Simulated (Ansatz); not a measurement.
Species: CHF$_{3}$Se, SMILES `FC(F)(F)[SeH]` (charge 0, multiplicity 1).

**Question.** Give a relaxed geometry from B3LYP-D3(BJ)/def2-TZVP (Ansatz, a first-principles code).

**Answer.** the end point of this relaxation (outside a Z-matrix the atoms follow the SMILES, hydrogens last).
Z-matrix (Å, degrees):
```
C
F 1 1.3399
F 1 1.3399 2 107.18
F 1 1.3404 2 108.15 3 -116.38
Se 1 1.9754 2 112.59 3 124.35
H 5 1.4714 1 91.85 2 -60.49
```
